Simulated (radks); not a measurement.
Species: W IV. Configuration: [Xe] 4f14 5d1 6d2 (not the ground configuration).

Calculated with a radial shooting solver on a logarithmic mesh with Libxc functionals: scalar-relativistic Kohn-Sham, exchange-only PBE, spin-polarised, spherical densities, point nucleus; open shells are filled with parallel spins first (spin-orbit coupling, left out, can overturn this in heavy ions).

Energy parts (hartree):
| part | energy |
|---|---|
| total | -16134.8504 |
| kinetic | 17786.5930 |
| electron-nucleus | -39795.2000 |
| Hartree | 6190.7763 |
| exchange | -317.0197 |

Orbitals (lengths in bohr, moments of r in powers of bohr; r(90%) holds 90 % of the orbital's charge):
orbital	occ.	eigenvalue (hartree)	r(90%)
1s down	1	-2555.631	0.0334
1s up	1	-2555.631	0.0334
2s up	1	-442.3842	0.120
2s down	1	-442.3810	0.120
2p up	3	-387.0445	0.113
2p down	3	-387.0419	0.113
3s up	1	-103.0621	0.295
3s down	1	-103.0613	0.295
3p up	3	-86.67821	0.301
3p down	3	-86.67723	0.301
3d up	5	-67.84920	0.283
3d down	5	-67.84712	0.283
4s up	1	-22.47801	0.645
4s down	1	-22.47519	0.645
4p up	3	-17.10512	0.695
4p down	3	-17.10247	0.695
4d up	5	-10.29999	0.767
4d down	5	-10.29668	0.766
5s up	1	-4.43422	1.51
5s down	1	-4.40220	1.51
5p up	3	-3.08620	1.76
5p down	3	-3.04574	1.75
4f up	7	-2.75763	1.00
4f down	7	-2.75018	0.996
5d up	1	-1.51611	2.44
5d down	0	-1.46693	2.42
6s up	0	-1.28822	3.51
6s down	0	-1.22755	3.36
6p up	0	-0.97416	4.17
6d up	2	-0.61049	5.56

The highest occupied level is 6d up at -16.612 eV. The configuration is held as typed, so some empty levels lie below it. Summed over all electrons, <r^2> = 62.28 bohr^2, which gives a Langevin (diamagnetic) susceptibility term of -49.3 x 10^-6 cm^3/mol.
